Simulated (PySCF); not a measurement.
**Computed properties of CH7BO2Si, SMILES COB(O)[SiH3]**

B(OH)(OMe)(SiH3) (CH₇BO₂Si), SMILES COB(O)[SiH3]. The structure is a stationary point at B3LYP-D3(BJ)/def2-SVP. The structure was generated by enumeration, and PubChem lists no compound with its InChIKey, so it may never have been made. One conformer was computed; it need not be the lowest. All values are computed for the isolated molecule unless a solvent is named; none is compared with measurement here.

**Structure.** The optimised structure has Cs symmetry. All 30 harmonic modes at B3LYP-D3(BJ)/def2-SVP (PySCF) are real, so it is a minimum. With heavy atoms numbered as in [B:1]([OH:2])([O:4][CH3:5])[SiH3:9], the shortest bond between them is B1–O4 at 1.354 Å and the longest B1–Si9 at 2.055 Å.

**Vibrations.** The strongest infrared lines (harmonic, unscaled, degenerate partners summed) lie at 1416 cm⁻¹ (355 km/mol, B 39 %, H 30 %, O 20 %, C 11 %), 1119 cm⁻¹ (249 km/mol, O 34 %, H 32 %, C 21 %, B 12 %), 902 cm⁻¹ (215 km/mol, H 89 %). The softest mode is at 48 cm⁻¹ and the zero-point energy is 54.2 kcal/mol.

**Electronic structure.** CAM-B3LYP/def2-TZVP (PySCF) places the frontier levels at -9.33 and 0.81 eV, a gap of 10.14 eV, and gives a dipole moment of 1.27 D and a mean polarisability of 62.3 bohr³. PBE/def2-TZVP (PySCF) at the same geometry gives -6.60 and -1.18 eV, so its gap is 4.72 eV narrower. An orbital gap is neither the optical nor the fundamental gap.

**Excitations.** TDDFT-ωB97X/def2-SVPD (PySCF) has S1 at 6.53 eV (190 nm, f = 0.019, weak); the most intense of the 10 singlets computed lies at 8.74 eV (f = 0.12). T1 (TDA) is at 5.65 eV. TDDFT-PBE/def2-SVPD (PySCF) puts S1 at 5.84 eV. No vertical singlet excitation falls in the visible range (under 3.1 eV).

**NMR.** GIAO shifts at B3LYP/pcSseg-1 (PySCF) (non-relativistic, atoms alike by connectivity averaged): ¹³C at 60.1 ppm against TMS; ¹H from 3.5 to 4.6 ppm against TMS; ²⁹Si at -116.6 ppm against TMS; ¹¹B at 20.2 ppm against BF3.
